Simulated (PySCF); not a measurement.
Species: C₆H₁₀NO (doublet state).
SMILES with atom numbers: `[O:1][N:2]1[C@H:3]2[CH2:4][CH2:5][C@@H:6]1[CH2:7][CH2:8]2` (hydrogens: H9 on C3; H10, H11 on C4; H12, H13 on C5; H14 on C6; H15, H16 on C7; H17, H18 on C8)

Structure optimised with GFN2-xTB, isolated species. This method treats the open shell by occupation alone, without spin polarisation.

Task: Give the optimised bond lengths and angles.

Result: 
```
                   bond  length (bohr)   order
                  O1–N2          2.384  single
           N2–C3, N2–C6          2.745  single
 C3–C4 and 3 like bonds          2.904  single
           C4–C5, C7–C8          2.922  single
          C3–H9, C6–H14          2.054  single
C4–H10 and 3 like bonds          2.057  single
C4–H11 and 3 like bonds          2.059  single
```

Bonds in one row agree within 0.02 bohr and their mean is given. Orders are formal, as drawn. A selection of angles:
```
     angle  degrees
  O1–N2–C3    127.2
  C3–N2–C6     98.7
  N2–C3–C4    101.6
  N2–C3–C8    100.3
  N2–C3–H9    113.2
  C4–C3–C8    108.9
  C4–C3–H9    115.2
  C3–C4–C5    102.3
 C3–C4–H10    111.8
 C3–C4–H11    110.3
 C5–C4–H10    112.7
 C5–C4–H11    111.2
H10–C4–H11    108.5
 C6–C7–H15    110.6
H15–C7–H16    108.3
```

Torsions: O1–N2–C3–C4 97° (anticlinal); N2–C3–C4–C5 33° (synclinal); C3–C4–C5–C6 0° (synperiplanar); C4–C5–C6–C7 72° (synclinal); C5–C6–C7–C8 -72° (synclinal); C6–C7–C8–C3 0° (synperiplanar); O1–N2–C6–C5 -97° (anticlinal); N2–C3–C8–C7 -34° (synclinal).

The 5-membered ring N2–C3–C8–C7–C6 has internal angles of 98.7° to 102.4°; it is puckered, 0.25 Å rms from its mean plane, widest ring torsion 57°. The 5-membered ring N2–C3–C4–C5–C6 has internal angles of 98.7° to 102.3°; it is puckered, 0.24 Å rms from its mean plane, widest ring torsion 55°. Of the pairs four or more bonds apart, H12···H16 is among the closest relative to their van der Waals radii: 2.38 Å, 99 % of the sum of Bondi's values. N2 (nitrogen bonded to 2 C and O) has angles 127.2°, 127.2° and 98.7°, sum 353.1°, 0.21 Å off the plane of its three neighbours.

Point group: Cs (tolerance 0.08 Å). No frequency check.

The numbers are calculated, not measured.
